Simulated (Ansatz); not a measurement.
Si₇W₃⁻. Charge -1, multiplicity 2. Geometry PBE-D4/def2-SVP; atoms count from 1.

```xyz
10

W     0.2106    1.0172    1.7072
W    -1.0396   -0.0411   -2.0648
W     1.4736   -1.3207    0.0182
Si   -0.9667   -2.1353   -0.8693
Si    0.6680    1.0176   -0.6712
Si   -0.5955   -1.3412    1.4298
Si   -1.6929    0.8102    0.1681
Si    2.5798    0.6439    0.8338
Si   -1.7300    2.4689    1.8378
Si    1.0927   -1.1196   -2.3897
```

In the def2 sets W takes a core potential; there is no spin–orbit coupling. The charge -1 doublet is spin-contaminated (final ⟨S²⟩ up to 1.77, 0.75 for a pure state). The geometry of the doublet was relaxed on an unsound state (⟨S²⟩ 1.53, where a pure state has 0.75). At PBE0-D4/def2-SVP a quartet of charge -1 lies 0.18 eV below the doublet, each at its own geometry. The structure comes from a short search, and lower isomers may exist.

**Question.** Estimate the Mulliken populations from the PBE0/def2-SVP orbitals of Ansatz.

**Answer.** 
```
atom  charge (e)  spin (α − β)  d electrons
  W1        0.20          0.32         4.93
  W2        0.21          1.38         4.89
  W3        0.26         -1.00         4.96
 Si4       -0.24         -0.13            –
 Si5       -0.44          0.01            –
 Si6       -0.30          0.24            –
 Si7       -0.14         -0.05            –
 Si8       -0.21          0.16            –
 Si9       -0.19          0.15            –
Si10       -0.16         -0.08            –
```
Mulliken values and Mayer orders depend strongly on the basis.

**Question.** Where does the spin sit?

**Answer.** Summed by element: W 0.70, Si 0.30, of 1 unpaired in all. Largest on single atoms: W2 1.38, W3 -1.00, W1 0.32.

**Question.** And the Mayer bond orders between bonded heavy atoms (over 0.3)?

**Answer.** W1–W3 0.47 (3.15 Å); W1–Si5 0.93 (2.42 Å); W1–Si6 0.87 (2.51 Å); W1–Si7 0.77 (2.46 Å); W1–Si8 0.76 (2.55 Å); W1–Si9 1.41 (2.43 Å); W2–W3 0.36 (3.51 Å); W2–Si4 1.30 (2.41 Å); W2–Si5 0.88 (2.45 Å); W2–Si7 0.83 (2.48 Å); W2–Si10 1.14 (2.41 Å); W3–Si4 0.52 (2.72 Å); W3–Si5 0.61 (2.57 Å); W3–Si6 0.88 (2.50 Å); W3–Si8 1.16 (2.40 Å); W3–Si10 0.95 (2.45 Å); Si4–Si6 0.61 (2.46 Å); Si5–Si8 0.57 (2.46 Å); Si7–Si9 0.91 (2.35 Å). Values over 0.3 also appear between atoms too far apart for a bond (Si6–Si7 0.31 at 2.72 Å); they arise where an orbital or an unpaired electron spreads over both atoms.
